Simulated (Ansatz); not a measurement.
`CO[CH2][AlH2]` and `COC[SiH2]P` differ in one atom or group.

Ansatz, PBE0-D4/def2-TZVP geometries, multiplicity 1. Each molecule was computed in one conformer, which needn't be the lowest.

```csv
property,`CO[CH2][AlH2]`
LUMO energy (PBE0/def2-TZVPP) / eV,-1.35
HOMO energy (B3LYP/def2-TZVPP) / eV,-7.20
size of the dipole moment (PBE/def2-TZVPP) / D,1.32
HOMO–LUMO gap (PBE0/def2-TZVPP) / eV,6.09
HOMO–LUMO gap (ωB97M-V/def2-TZVPP) / eV,10.06
HOMO energy (PBE/def2-TZVPP) / eV,-5.87
```

(1) Give the same properties after the change, and the shifts. (An estimate is asked.)

## Answers

(1) The calculation gave: 
```tsv
property	`COC[SiH2]P`	shift
LUMO energy (PBE0/def2-TZVPP) / eV	0.39	1.74
HOMO energy (B3LYP/def2-TZVPP) / eV	-7.28	-0.08
size of the dipole moment (PBE/def2-TZVPP) / D	1.18	-0.14
HOMO–LUMO gap (PBE0/def2-TZVPP) / eV	7.89	1.80
HOMO–LUMO gap (ωB97M-V/def2-TZVPP) / eV	11.74	1.68
HOMO energy (PBE/def2-TZVPP) / eV	-6.06	-0.19
```

With PBE0 the HOMO falls by 0.06 eV and the LUMO rises by 1.74 eV, so the gap widens by about 1.80 eV. PBE moves the HOMO by -0.19 eV and ωB97M-V by 0.23 eV. Dipoles are sizes alone; their direction can turn.

B3LYP here is the variant with VWN-RPA as its local correlation; programs differ in this.
